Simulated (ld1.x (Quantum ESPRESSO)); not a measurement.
## Building the PAW potential for selenium (Se) (PBE, scalar-relativistic).

| Quantity | Value |
| --- | --- |
| Element | selenium (Se) |
| Generator | ld1.x (Quantum ESPRESSO) 7.5 |
| Type | PAW |
| Functional | PBE |
| Relativity | scalar-relativistic |
| Frozen core | [Ne] |
| Valence charge | 24 |
| Reference configuration | 3s2 3p6 3d10 4s2 4p4 |
| Partial waves | 3s (bound): rcut 0.75, rcutus 0.90 bohr; 4s (bound): rcut 0.75, rcutus 0.90 bohr; 3p (bound): rcut 0.90, rcutus 1.20 bohr; 4p (bound): rcut 0.90, rcutus 1.20 bohr; 3d (bound): rcut 0.95, rcutus 1.20 bohr; 3d channel at 0.85 Ry: rcut 0.95, rcutus 1.20 bohr |
| Local potential | all-electron potential smoothed inside 0.75 bohr (lloc = -1) |
| Core correction | Bessel-smoothed model core, default radius (core density twice the valence density) |
| Augmentation charge | PSQ, inside the norm-conserving radii |

All-electron outer shells of the reference configuration (PBE, scalar-relativistic, ld1.x):

| shell | level (eV) | outermost node (bohr) | outermost maximum (bohr) |
| --- | --- | --- | --- |
| 2s | -1607.20 | 0.06 | 0.17 |
| 2p | -1413.61 | – | 0.13 |
| 3s | -213.51 | 0.24 | 0.50 |
| 3p | -152.98 | 0.21 | 0.50 |
| 3d | -53.12 | – | 0.45 |
| 4s | -17.29 | 0.70 | 1.51 |
| 4p | -6.51 | 0.74 | 1.82 |

Problem. Does the generator finish with these settings?

Solution. Yes, a potential is produced and its reference levels are reproduced.

Problem. Is the overlap operator S = 1 + Σ q|β⟩⟨β| positive definite (Bessel basis up to 400 Ry)?

Solution. No: its lowest eigenvalue is -0.093, in the d channel, so the generalised eigenproblem breaks down once the basis is large enough.

Problem. Tests: 3s2 3p6 3d10 4s2 4p3; 3s2 3p6 3d10 4s2 4p2; 3s2 3p6 3d10 4s2 4p1; 3s2 3p6 3d10 4s2 4p4.3; 3s1 3p6 3d10 4s2 4p4; 3s2 3p6 3d10 4s1 4p4; 3s2 3p6 3d10 4s1 4p5. Which has the largest error in its energy relative to the reference configuration, and how large is it?

Solution. 3s1 3p6 3d10 4s2 4p4, with -65 meV (all-electron minus pseudo) on +225.10 eV.

The ghost test of this file was not conclusive. Its overlap operator is not positive definite in a basis up to 400 Ry (lowest eigenvalue d -0.09), so the file is unfit for use: the generalised eigenproblem breaks down once the basis is large enough, and its test numbers describe a broken file.
